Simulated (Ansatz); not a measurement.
The cluster Pb₂O₂⁻. The state is a doublet with charge -1. Geometry PBE0-D4/def2-SVP, that of the neutral singlet; atoms count from 1.

```xyz
4

Pb   -1.3165    0.9121    0.1301
Pb    1.3164   -0.9122   -0.1301
O    -0.3520   -0.3221   -1.3035
O     0.3521    0.3222    1.3035
```

In the def2 sets Pb takes a core potential; there is no spin–orbit coupling. The highest occupied level of the charge -1 doublet lies above zero (up to 0.87 eV). By energy differences its removal costs 0.63 eV (vertical, to the charge 0 singlet, at PBE0-D4/def2-TZVPD); a positive level beside a positive removal energy at the same level points to self-interaction error. The structure comes from a short search, and lower isomers may exist.

Question: Estimate the Mulliken populations from the PBE0/def2-TZVPD orbitals of Ansatz.

Answer: 
| atom | charge (e) | spin (α − β) |
| --- | --- | --- |
| Pb1 | 0.45 | 0.58 |
| Pb2 | 0.45 | 0.58 |
| O3 | -0.95 | -0.08 |
| O4 | -0.95 | -0.08 |
Mulliken values and Mayer orders depend strongly on the basis. With diffuse functions, as here, like atoms can get unlike values, and bond orders can come out too low or too high.

Question: Where does the spin sit?

Answer: Summed by element: Pb 1.16, O -0.16, of 1 unpaired in all. Largest on single atoms: Pb1 0.58, Pb2 0.58, O4 -0.08.

Question: And the Mayer bond orders between bonded heavy atoms (over 0.3)?

Answer: Pb1–Pb2 0.44 (3.21 Å); Pb1–O3 0.73 (2.12 Å); Pb1–O4 0.73 (2.12 Å); Pb2–O3 0.73 (2.12 Å); Pb2–O4 0.73 (2.12 Å).
